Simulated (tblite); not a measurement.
Compound: C₈H₂₄GaN₄ (charge -1).
Bonds: C1–N2, N2–C3, N2–Ga4, Ga4–N5, N5–C6, N5–C7, Ga4–N8, N8–C9, N8–C10, Ga4–N11, N11–C12, N11–C13. Hydrogens: H14, H15, H16 on C1; H17, H18, H19 on C3; H20, H21, H22 on C6; H23, H24, H25 on C7; H26, H27, H28 on C9; H29, H30, H31 on C10; H32, H33, H34 on C12; H35, H36, H37 on C13.

Computed with GFN2-xTB (tblite), gas phase: L-BFGS steps from a force-field or distance-geometry start until the largest atomic force falls under 0.01 eV/Å.

Step 1: E = -1155.7972 eV
```
atom  x, y, z in Å  |  force x, y, z in eV/Å
C1      2.8227    0.6362   -0.5590   -0.035  -0.015  -0.007
N2      1.7867   -0.3553   -0.6854    0.071  -0.020   0.047
C3      2.3250   -1.6898   -0.6262   -0.035   0.058  -0.019
Ga4     0.0074   -0.0054   -0.0232    0.030  -0.089   0.117
N5     -0.2027   -0.1257    1.8983   -0.015   0.032  -0.017
C6     -0.3186   -1.3941    2.5623    0.002  -0.025  -0.031
C7      0.3881    0.8661    2.7531    0.007   0.088  -0.004
N8     -1.1551   -1.3536   -0.7628   -0.047  -0.034  -0.016
C9     -1.0337   -1.8042   -2.1242   -0.040   0.046   0.025
C10    -2.5246   -1.4035   -0.3178    0.076   0.004  -0.040
N11    -0.4193    1.8040   -0.4931    0.047   0.037  -0.049
C12    -1.5037    2.5041    0.1355   -0.002   0.040   0.022
C13    -0.1618    2.2981   -1.8172    0.001   0.050  -0.083
H14     2.3613    1.6209   -0.5256   -0.042   0.067   0.040
H15     3.5085    0.6064   -1.4267    0.062  -0.047   0.029
H16     3.4371    0.5123    0.3563   -0.025  -0.026  -0.100
H17     2.9272   -1.8754    0.2846   -0.006   0.023  -0.035
H18     2.9802   -1.8953   -1.4952    0.008   0.007   0.020
H19     1.4974   -2.3978   -0.6362   -0.019  -0.043   0.009
H20    -1.0249   -1.3422    3.4124   -0.042   0.014   0.013
H21    -0.6812   -2.1308    1.8453    0.005  -0.016   0.020
H22     0.6436   -1.7514    2.9746    0.033  -0.021  -0.004
H23    -0.2575    1.1023    3.6245   -0.020  -0.047  -0.067
H24     0.5370    1.7777    2.1725    0.015   0.006   0.031
H25     1.3669    0.5550    3.1664    0.014  -0.019  -0.016
H26    -1.6969   -1.2480   -2.8167    0.054  -0.015   0.000
H27    -0.0012   -1.6722   -2.4519   -0.059  -0.004   0.004
H28    -1.3099   -2.8734   -2.2159    0.041   0.009   0.009
H29    -3.2076   -0.8323   -0.9774    0.004  -0.018   0.048
H30    -2.5825   -0.9852    0.6886   -0.014  -0.010  -0.052
H31    -2.8954   -2.4462   -0.2978   -0.016   0.006   0.018
H32    -1.7075    2.0422    1.1016   -0.020  -0.019  -0.020
H33    -2.4329    2.4829   -0.4671    0.012   0.024   0.026
H34    -1.2489    3.5693    0.3032   -0.026   0.007  -0.029
H35     0.6028    1.6796   -2.2891   -0.009  -0.027   0.030
H36    -1.0596    2.2877   -2.4666   -0.005  -0.025   0.031
H37     0.1980    3.3463   -1.8014   -0.003   0.003   0.049
```

Step 2: E = -1155.7990 eV
```
atom  x, y, z in Å  |  force x, y, z in eV/Å
C1      2.8218    0.6361   -0.5589   -0.003   0.014  -0.037
N2      1.7882   -0.3558   -0.6847   -0.017   0.017   0.035
C3      2.3241   -1.6888   -0.6266    0.003  -0.005  -0.003
Ga4     0.0079   -0.0068   -0.0212    0.027  -0.062   0.076
N5     -0.2030   -0.1251    1.8979   -0.008   0.012   0.020
C6     -0.3184   -1.3943    2.5621   -0.008  -0.002  -0.017
C7      0.3881    0.8672    2.7535    0.021   0.038  -0.028
N8     -1.1560   -1.3543   -0.7631    0.014  -0.006   0.002
C9     -1.0345   -1.8033   -2.1237   -0.008  -0.002   0.010
C10    -2.5231   -1.4032   -0.3185    0.006  -0.023  -0.016
N11    -0.4186    1.8046   -0.4938    0.036   0.029  -0.035
C12    -1.5037    2.5049    0.1358    0.008   0.007  -0.001
C13    -0.1616    2.2988   -1.8189   -0.008   0.033  -0.019
H14     2.3606    1.6219   -0.5250   -0.032   0.036   0.033
H15     3.5096    0.6056   -1.4263    0.041  -0.037   0.036
H16     3.4366    0.5119    0.3546   -0.006  -0.024  -0.063
H17     2.9272   -1.8750    0.2841   -0.007   0.018  -0.034
H18     2.9803   -1.8951   -1.4949    0.004   0.007   0.014
H19     1.4971   -2.3985   -0.6360   -0.011  -0.024   0.007
H20    -1.0256   -1.3420    3.4126   -0.022   0.011  -0.005
H21    -0.6812   -2.1312    1.8454    0.005  -0.014   0.018
H22     0.6441   -1.7518    2.9745    0.022  -0.014  -0.007
H23    -0.2578    1.1015    3.6233   -0.033  -0.035  -0.040
H24     0.5373    1.7780    2.1728    0.016   0.022   0.023
H25     1.3671    0.5547    3.1661    0.004  -0.011  -0.017
H26    -1.6960   -1.2483   -2.8167    0.025   0.005  -0.018
H27    -0.0021   -1.6723   -2.4518   -0.050   0.001   0.006
H28    -1.3092   -2.8733   -2.2157    0.034   0.014   0.007
H29    -3.2076   -0.8327   -0.9766   -0.002  -0.010   0.033
H30    -2.5827   -0.9854    0.6877   -0.007  -0.005  -0.038
H31    -2.8957   -2.4462   -0.2975   -0.010   0.013   0.014
H32    -1.7079    2.0418    1.1014   -0.015  -0.015  -0.019
H33    -2.4327    2.4833   -0.4666    0.008   0.023   0.022
H34    -1.2493    3.5693    0.3027   -0.019   0.025  -0.020
H35     0.6025    1.6792   -2.2885    0.005  -0.031   0.012
H36    -1.0597    2.2873   -2.4661   -0.017  -0.019   0.012
H37     0.1980    3.3464   -1.8006    0.001   0.014   0.034
```

Step 3: E = -1155.8004 eV
```
atom  x, y, z in Å  |  force x, y, z in eV/Å
C1      2.8211    0.6366   -0.5597    0.008   0.027  -0.035
N2      1.7887   -0.3558   -0.6833   -0.064   0.024   0.014
C3      2.3234   -1.6883   -0.6269    0.014  -0.031   0.004
Ga4     0.0088   -0.0092   -0.0181    0.014  -0.014   0.023
N5     -0.2034   -0.1244    1.8979   -0.002  -0.007   0.031
C6     -0.3183   -1.3944    2.5619   -0.007   0.010   0.005
C7      0.3886    0.8685    2.7533    0.016  -0.009  -0.029
N8     -1.1562   -1.3548   -0.7633    0.039   0.009   0.018
C9     -1.0352   -1.8028   -2.1232    0.011  -0.023  -0.005
C10    -2.5221   -1.4036   -0.3192   -0.033  -0.028   0.007
N11    -0.4174    1.8056   -0.4948    0.017   0.006   0.003
C12    -1.5033    2.5055    0.1359    0.021  -0.012  -0.017
C13    -0.1615    2.2999   -1.8205   -0.002   0.000   0.027
H14     2.3596    1.6233   -0.5238   -0.015   0.003   0.019
H15     3.5114    0.6042   -1.4253    0.020  -0.023   0.022
H16     3.4362    0.5110    0.3521    0.011  -0.018  -0.023
H17     2.9270   -1.8743    0.2830    0.001   0.010  -0.017
H18     2.9806   -1.8949   -1.4944    0.001   0.008   0.003
H19     1.4968   -2.3994   -0.6357    0.001  -0.005   0.003
H20    -1.0266   -1.3416    3.4125   -0.002   0.006  -0.018
H21    -0.6811   -2.1320    1.8458    0.005  -0.007   0.015
H22     0.6448   -1.7523    2.9742    0.002  -0.003  -0.011
H23    -0.2587    1.1002    3.6215   -0.033  -0.020  -0.017
H24     0.5379    1.7790    2.1734    0.016   0.034   0.011
H25     1.3673    0.5543    3.1654    0.000  -0.004  -0.015
H26    -1.6947   -1.2483   -2.8171    0.000   0.017  -0.025
H27    -0.0039   -1.6723   -2.4517   -0.016   0.008   0.001
H28    -1.3080   -2.8729   -2.2154    0.020   0.003   0.005
H29    -3.2076   -0.8331   -0.9753   -0.007  -0.001   0.010
H30    -2.5831   -0.9857    0.6862   -0.001   0.002  -0.013
H31    -2.8961   -2.4459   -0.2969   -0.008   0.002   0.009
H32    -1.7085    2.0412    1.1007   -0.005  -0.008  -0.018
H33    -2.4324    2.4841   -0.4658    0.001   0.018   0.010
H34    -1.2501    3.5699    0.3019   -0.012   0.030  -0.009
H35     0.6024    1.6784   -2.2878    0.006  -0.018   0.000
H36    -1.0602    2.2866   -2.4655   -0.023  -0.009  -0.006
H37     0.1980    3.3468   -1.7993    0.004   0.024   0.013
```

**Question.** Estimate the geometry and energy of step 4. (The exact step hangs on the optimiser's Hessian estimate; all steps are aligned on step 3, rigid shifts and turns removed.)

**Answer.** E = -1155.8009 eV, largest force 0.049 eV/Å
```
atom  x, y, z in Å  |  force x, y, z in eV/Å
C1      2.8208    0.6373   -0.5605    0.002   0.012  -0.015
N2      1.7881   -0.3554   -0.6825   -0.047   0.013   0.000
C3      2.3232   -1.6884   -0.6271    0.005  -0.016   0.003
Ga4     0.0095   -0.0106   -0.0163    0.001   0.013  -0.002
N5     -0.2036   -0.1242    1.8984    0.000  -0.012   0.015
C6     -0.3183   -1.3943    2.5619   -0.002   0.006   0.012
C7      0.3890    0.8690    2.7528    0.005  -0.016  -0.016
N8     -1.1558   -1.3550   -0.7631    0.022   0.005   0.015
C9     -1.0355   -1.8028   -2.1230    0.012  -0.014  -0.007
C10    -2.5220   -1.4042   -0.3195   -0.026  -0.016   0.012
N11    -0.4166    1.8062   -0.4951    0.009  -0.008   0.020
C12    -1.5028    2.5057    0.1357    0.018  -0.008  -0.014
C13    -0.1614    2.3004   -1.8210    0.000  -0.011   0.033
H14     2.3588    1.6240   -0.5229   -0.004  -0.007   0.009
H15     3.5126    0.6031   -1.4245    0.007  -0.013   0.006
H16     3.4362    0.5103    0.3504    0.014  -0.012  -0.006
H17     2.9270   -1.8738    0.2822    0.007   0.005  -0.004
H18     2.9807   -1.8946   -1.4941   -0.003   0.009  -0.004
H19     1.4967   -2.3999   -0.6355    0.005   0.000   0.002
H20    -1.0270   -1.3414    3.4122    0.003   0.003  -0.015
H21    -0.6810   -2.1324    1.8463    0.005  -0.001   0.013
H22     0.6452   -1.7526    2.9739   -0.007   0.001  -0.009
H23    -0.2597    1.0992    3.6203   -0.024  -0.012  -0.010
H24     0.5385    1.7800    2.1739    0.014   0.028   0.008
H25     1.3674    0.5540    3.1649    0.002  -0.001  -0.011
H26    -1.6941   -1.2481   -2.8177   -0.005   0.013  -0.017
H27    -0.0049   -1.6721   -2.4516    0.009   0.011  -0.004
H28    -1.3070   -2.8727   -2.2152    0.011  -0.007   0.003
H29    -3.2077   -0.8333   -0.9745   -0.008   0.001  -0.001
H30    -2.5832   -0.9857    0.6853    0.000   0.005   0.004
H31    -2.8965   -2.4458   -0.2965   -0.007  -0.010   0.007
H32    -1.7088    2.0408    1.1001    0.001  -0.004  -0.017
H33    -2.4322    2.4848   -0.4653    0.000   0.013   0.001
H34    -1.2506    3.5707    0.3014   -0.007   0.021  -0.005
H35     0.6023    1.6777   -2.2874    0.002  -0.006  -0.002
H36    -1.0608    2.2861   -2.4653   -0.014  -0.003  -0.005
H37     0.1980    3.3474   -1.7984    0.001   0.017   0.002
```

The energy changes by -0.0005 eV. The first-order estimate −F·Δx gives -0.0008 eV and the mean of the old and new forces, exact on a quadratic surface, -0.0005 eV. The step makes an angle of 44° with the force vector and moves no atom by more than 0.002 Å.

The cost below is that of the whole relaxation. The run took 0.6 s wall, 1.2 s CPU on Intel Xeon 6975P-C, 2 threads, shared host with 192 logical CPUs at a one-minute load of 66.
